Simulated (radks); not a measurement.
Problem. Species: the thulium ion Tm30+. Configuration: [Kr] 4d3. All-electron calculation, scalar-relativistic Kohn-Sham, exchange-only LDA, spin-polarised, spherical densities, point nucleus; open shells are filled with parallel spins first (spin-orbit coupling, left out, can overturn this in heavy ions). Program: a radial shooting solver on a logarithmic mesh with Libxc functionals. Some entries of the table are withheld. Estimate them.

| orbital | occ. | eigenvalue (Ry) | <r^2> (bohr^2) |
|---|---|---|---|
| 1s up | 1 | -4435.864 | 0.0005491 |
| 1s down | 1 | -4435.855 | 0.0005491 |
| 2s up | 1 | -816.9695 | 0.008519 |
| 2s down | 1 | -816.7599 | 0.008519 |
| 2p up | 3 | -731.2034 | 0.006945 |
| 2p down | 3 | -731.0292 | 0.006944 |
| 3s up | 1 | -245.4233 | 0.05507 |
| 3s down | 1 | -245.2730 | 0.05501 |
| 3p up | 3 | -219.4399 | 0.05524 |
| 3p down | 3 | -219.2809 | 0.05516 |
| 3d up | 5 | -187.7840 | 0.04562 |
| 3d down | 5 | -187.5866 | 0.04557 |
| 4s up | 1 | -104.5837 | 0.2341 |
| 4s down | 1 | -104.0128 | 0.2342 |
| 4p up | 3 | (1) | 0.2505 |
| 4p down | 3 | (2) | 0.2508 |
| 4d up | 3 | (3) | 0.2572 |
| 4d down | 0 | (4) | 0.2577 |
| 5s up | 0 | -57.23049 | (5) |
| 5s down | 0 | -56.93145 | (6) |
| 5p up | 0 | -53.06856 | 0.7790 |
| 5p down | 0 | -52.79022 | 0.7842 |

Solution. 
(1) 4p up eigenvalue (Ry): -95.13470
(2) 4p down eigenvalue (Ry): -94.56961
(3) 4d up eigenvalue (Ry): -83.04989
(4) 4d down eigenvalue (Ry): -82.48776
(5) 5s up <r^2> (bohr^2): 0.7190
(6) 5s down <r^2> (bohr^2): 0.7234
